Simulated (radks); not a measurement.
Results of a calculation; reference values are marked as such.
All-electron atom: Gd V in [Xe] 4f6 (the NIST ground configuration). Level of theory: Dirac Kohn-Sham, PBE, spin-unpolarised, spherical densities, finite nucleus; open shells fill j = l - 1/2 first; Fermi nuclear charge, rms radius 5.1569 fm (a radial shooting solver on a logarithmic mesh with Libxc functionals).

Spin-orbit splittings of the eigenvalues, e(l+1/2) - e(l-1/2), with zeta = 2 splitting/(2l+1) and mean radii in bohr:

shell  occ.  splitting (eV)  zeta (eV)  <r> j=l-1/2  <r> j=l+1/2
2p        6           695.8      463.9      0.07746      0.08430
3p        6           142.7      95.14       0.2336       0.2467
3d       10           31.08      12.43       0.2188       0.2228
4p        6           31.93      21.28       0.5636       0.5927
4d       10           5.803      2.321       0.6268       0.6370
4f        6          0.8211     0.2346       0.7984       0.8067
5p        6           4.968      3.312        1.420        1.496
5d        0          0.5776     0.2310        1.937        1.965
6p        0           1.092     0.7279        3.185        3.305
